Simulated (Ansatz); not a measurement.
The cluster Zr4O10H4⁺. Charge 1, multiplicity 2. Geometry PBE-D4/def2-SVP, that of the neutral singlet; atoms count from 1.

Cartesian coordinates in Å:
```
Zr 0.515 0.104 -1.561
Zr 1.761 2.012 0.974
Zr -1.979 -1.745 -0.362
Zr 0.107 -0.744 1.581
O -3.856 -2.236 -0.324
O 1.520 0.613 2.623
O -0.447 -1.847 -1.834
O -1.334 -0.023 0.393
O 1.736 1.898 -1.161
O 0.324 2.026 -0.653
O -1.373 -0.729 -2.243
O -0.878 -2.435 1.152
O 0.214 1.275 2.289
O 1.350 -0.602 0.095
H -4.782 -2.509 -0.283
H 2.120 3.754 1.554
H 1.560 -0.056 -3.094
H 3.444 1.243 0.853
```

In the def2 sets Zr takes a core potential; there is no spin–orbit coupling. The structure holds 3 bonds between oxygen atoms, so isomers without such links may lie far lower. The structure comes from a short search, and lower isomers may exist.

Problem. Estimate the Mulliken populations from the PBE0/def2-SVP orbitals of Ansatz.

Solution. 
| atom | charge (e) | spin (α − β) | d electrons |
| --- | --- | --- | --- |
| Zr1 | 1.31 | 0.05 | 1.80 |
| Zr2 | 1.20 | 0.11 | 1.84 |
| Zr3 | 1.36 | 0.00 | 1.89 |
| Zr4 | 1.37 | 0.00 | 1.87 |
| O5 | -0.43 | 0.00 | – |
| O6 | -0.37 | 0.00 | – |
| O7 | -0.38 | 0.02 | – |
| O8 | -0.60 | 0.01 | – |
| O9 | -0.35 | 0.01 | – |
| O10 | -0.35 | 0.03 | – |
| O11 | -0.37 | 0.01 | – |
| O12 | -0.58 | 0.00 | – |
| O13 | -0.36 | 0.01 | – |
| O14 | -0.59 | 0.02 | – |
| H15 | 0.24 | 0.00 | – |
| H16 | -0.06 | 0.04 | – |
| H17 | -0.02 | 0.27 | – |
| H18 | 0.00 | 0.42 | – |
Mulliken values depend strongly on the basis.

Problem. Where does the spin sit?

Solution. Summed by element: Zr 0.16, O 0.11, H 0.73, of 1 unpaired in all. Largest on single atoms: H18 0.42, H17 0.27, Zr2 0.11.

Problem. And the Mayer bond orders between heavy atoms (over 0.3)?

Solution. Zr1–O7 0.52 (2.19 Å); Zr1–O9 0.45 (2.21 Å); Zr1–O10 0.55 (2.13 Å); Zr1–O11 0.59 (2.17 Å); Zr1–O14 0.96 (1.98 Å); Zr2–O6 0.58 (2.18 Å); Zr2–O9 0.59 (2.14 Å); Zr2–O10 0.54 (2.17 Å); Zr2–O13 0.58 (2.16 Å); Zr3–O5 1.29 (1.94 Å); Zr3–O7 0.52 (2.13 Å); Zr3–O8 0.89 (1.99 Å); Zr3–O11 0.40 (2.22 Å); Zr3–O12 1.02 (1.99 Å); Zr4–O6 0.45 (2.22 Å); Zr4–O8 0.98 (2.00 Å); Zr4–O12 1.12 (2.00 Å); Zr4–O13 0.49 (2.14 Å); Zr4–O14 0.98 (1.94 Å); O6–O13 0.88 (1.50 Å); O7–O11 0.88 (1.51 Å); O9–O10 0.88 (1.51 Å).
